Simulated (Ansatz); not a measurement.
Te₂W⁺, relaxed as a doublet with UKS r2SCAN-D4/def2-TZVP in Ansatz, starting from the GFN2-xTB geometry. Force threshold 0.02 eV/Å.

In the def2 sets Te, W take a core potential; there is no spin–orbit coupling. The charge 1 doublet is spin-contaminated (final ⟨S²⟩ up to 1.32, 0.75 for a pure state). The structure comes from a short search, and lower isomers may exist.

Start:

```xyz
3

W    -0.015    0.643    1.124
Te   -1.265   -1.062   -0.159
Te    1.280    0.420   -0.965
```

**Question.** Estimate the energy that the relaxation releases and the steps that it takes.

**Answer.** 21.5 kcal/mol, in 7 steps; 87 s on 4 threads of Arm Neoverse V1 on a shared host. No frequencies were taken in this run, so the end may be a saddle point.

**Question.** Does the start keep its bonding and symmetry?

**Answer.** Bonds lost: Te2–Te3 (atoms count from 1). The end is the same structure that another start reached, the lowest one found. Point group C2v at the start, C2v at the end, both within 0.05 Å.

**Question.** Predict the relaxed structure.

**Answer.** 
```csv
atom,x (Å),y (Å),z (Å)
W1,-0.012,0.478,0.838
Te2,-1.637,-1.196,0.103
Te3,1.649,0.717,-0.941
```
Bond lengths: 2 × Te–W 2.45 Å.
